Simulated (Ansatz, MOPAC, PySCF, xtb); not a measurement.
Dimer: CH3F (SMILES CF) (first 5 atoms) with CH6Si (SMILES C[SiH3]); geometry from B3LYP-D3(BJ)/def2-TZVP, rigid monomers moved along the line of their centres of mass till F2···Si7 is 4.56 Å.
(charge 0, multiplicity 1):
```xyz
13

C     -0.68172     0.49251    -0.30166
F      0.31606    -0.27143     0.29946
H     -0.48881     0.53151    -1.37407
H     -1.64547     0.02295    -0.10493
H     -0.65736     1.49457     0.12639
C      1.15918    -1.04926     4.84208
Si    -0.24412     0.19029     4.80354
H      2.02416    -0.64058     5.36774
H      1.46193    -1.30562     3.82668
H      0.85498    -1.96441     5.35347
H     -0.66491     0.54609     6.18283
H     -1.42825    -0.35931     4.09884
H      0.16170     1.44223     4.11902
```

Interaction energies are E(AB) − E(A) − E(B) at the monomers' geometry in the complex; basis-set methods are counterpoise corrected. Rows marked so take none.

Correlated levels freeze the cores. Rows in 3-21G, 6-31G* carry no dispersion term and start afresh at each structure (6-31G* with six Cartesian d functions). The state that PM6, PM7 reach isn't checked; PM7 holds dispersion and hydrogen-bond terms.

The values were computed with Ansatz (Gaussian orbitals); MOPAC for PM6, PM7 (differences of heats of formation); PySCF for 3-21G rows, 6-31G* rows, the dispersion terms; xtb for the GFN methods. Each number belongs to the level named beside it.

```tsv
level	interaction energy (kcal/mol)
GFN-FF	-0.37
PM6	0.00
PM7	-0.31
HF/6-31G* (no counterpoise)	-0.69
PBE-D4/def2-TZVPPD	-0.71
B3LYP/3-21G (no counterpoise)	-0.65
B3LYP/6-31G* (no counterpoise)	-0.75
B3LYP/def2-TZVPPD	-0.23
SCS-MP2/aug-cc-pV(D+d)Z	[?]
```

**Question.** What belongs in the gaps?

**Answer.** 
- SCS-MP2/aug-cc-pV(D+d)Z, interaction energy (kcal/mol): -0.57

Ansatz is a program for electronic structure.
